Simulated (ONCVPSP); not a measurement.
# nitrogen (N), ONCV: configuration errors across variants

```json
{
  "Element": "nitrogen",
  "Generator": "ONCVPSP 4.0.1",
  "Type": "optimised norm-conserving Vanderbilt (ONCV)",
  "Functional": "PBEsol",
  "Relativity": "scalar-relativistic",
  "Frozen core": "[He]",
  "Valence charge": "5",
  "Reference configuration": "2s2 2p3",
  "Partial waves": "2s: rc 1.15 bohr, ncon 4, nbas 7, qcut 5.8 1/bohr, local; 2p: rc 2.25 bohr, ncon 4, nbas 7, qcut 7.8 1/bohr, 2 projectors, debl 1.9 Ha",
  "Local potential": "the s channel",
  "Core correction": "Teter function, fcfact 4.25, rcfact 1.55"
}
```

All-electron excitation energies from the reference (eV): (1) 2s2 2p2 13.521; (2) 2s2 2p1 42.258; (3) 2s2 2p0 89.143; (4) 2s1 2p4 11.434.

2 further variants failed, have other tests or another functional or relativity, and are left out.

Errors AE − PS in meV (a dash: test not solved or not reliable):

| change | (1) | (2) | (3) | (4) | bound ghosts | GHOST(+) flags above zero |
| --- | --- | --- | --- | --- | --- | --- |
| base | +71 | +542 | +1984 | -9.0 | none | none |
| s: qcut 4.4; p: qcut 6 | +107 | +789 | +2830 | -25 | none | none |
| s: nproj 1; local potential polynomial inside 1.05 bohr (lpopt 4, dvloc0 0 Ha) | +70 | +536 | +1965 | -9.1 | none | none |
| core correction Teter function, fcfact 4.25, rcfact 1.42 | +71 | +544 | +2000 | -8.9 | none | none |
| core correction Teter function, fcfact 2.8, rcfact 1.55 | +70 | +539 | +1976 | -8.5 | none | none |
| s: qcut 3.8 | +73 | +561 | +2060 | -10 | none | none |
| core correction Teter function, fcfact 4.25, rcfact 1.75 | +71 | +536 | +1946 | -9.2 | none | none |
| all radii but the core radius scaled by about 1.27 (s 1.46, p 2.86 bohr) | +163 | +1140 | +3891 | -53 | none | none |
| p: debl 0.4 | +71 | +539 | +1984 | -9.1 | none | none |

Q: Give the same row for: s: rc 1.22.

A: +72, +552, +2025, -10.0; bound ghosts: none; GHOST(+) flags above zero: none.
